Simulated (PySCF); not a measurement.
# A ladder of Hamiltonians for Pb⁷⁶⁺ (lead, charge +76)

Occupied: 1s1/2, 2s1/2, 2p1/2. Hartree-Fock calculated with PySCF 2.14 in an uncontracted even-tempered set (18 s from 22 bohr⁻², ratio 2.3; 16 p from 26 bohr⁻², ratio 2.3), Gaussian nucleus throughout. NR is non-relativistic, sf-X2C the spin-free one-electron X2C Hamiltonian, X2C adds the bare one-electron spin-orbit term, X2C-SNSO screens it by Boettger's factors, DC is four-component Dirac-Coulomb, and the Gaunt and Breit terms are added at first order (total energies over the DC spinors, levels after relaxing the spinors in that mean field). QED terms are absent. Levels marked empty are virtual spinors of this ion.

| level (eV) | X2C | X2C-SNSO |
| --- | --- | --- |
| 1s1/2 | -97481.6 | -97485.1 |
| 2s1/2 | -23832.4 | -23833.4 |
| 2p1/2 | -23558.3 | -23506.0 |
| 2p3/2 (empty) | -20757.8 | -20773.3 |
| 3s1/2 (empty) | -9954.9 | -9955.1 |

Problem. Where do the four-component calculations put these levels?

Solution. 1s1/2: DC -97581.0, DC+Gaunt -97287.0, DC+Breit -97296.5; 2s1/2: DC -23847.8, DC+Gaunt -23815.9, DC+Breit -23818.9; 2p1/2: DC -23522.9, DC+Gaunt -23457.7, DC+Breit -23464.5; 2p3/2 (empty): DC -20776.5, DC+Gaunt -20747.2, DC+Breit -20754.0; 3s1/2 (empty): DC -9958.8, DC+Gaunt -9949.9, DC+Breit -9951.2 (eV).

```
Hamiltonian  E (hartree)  E − E(DC) (hartree)  CPU seconds
        X2C  -10966.9926               2.8966         0.39
   X2C-SNSO  -10963.1013               6.7879         0.39
         DC  -10969.8892               0.0000           18
   DC+Gaunt  -10955.1494              14.7397           30
   DC+Breit  -10955.8888              14.0004           84
```

Weight of the small component: 1s1/2 0.0982, 2s1/2 0.0239, 2p1/2 0.0238, 2p3/2 0.0211, 3s1/2 0.00986.

Koopmans' value for the highest occupied level at DC+Breit: 23464.5 eV, against an ionisation energy of 23460 ± 110 eV (theoretical estimate listed by NIST; NIST Atomic Spectra Database, ionization energies); the former lacks relaxation, correlation, QED and recoil.

The whole ladder took 140 s of wall time on 1 thread of Neoverse-V1 (shared host), launched as `OMP_NUM_THREADS=1 python relrun2.py TASK.json OUT` (a driver that calls PySCF for each Hamiltonian).

Dirac-Coulomb iterations, started from the X2C spinors:

```
with_ssss True, with_gaunt False, with_breit False
light speed = 137.03599967994
init E= -10840.8775702413
cycle= 1 E= -10969.8878694342  delta_E= -129  |g|= 4.18  |ddm|= 0.139
cycle= 2 E= -10969.8891758255  delta_E= -0.00131  |g|= 0.0164  |ddm|= 0.00206
cycle= 3 E= -10969.8891759027  delta_E= -7.72e-08  |g|= 0.000144  |ddm|= 3.26e-05
cycle= 4 E= -10969.8891759027  delta_E= -2.36e-11  |g|= 2e-06  |ddm|= 4.19e-07
```
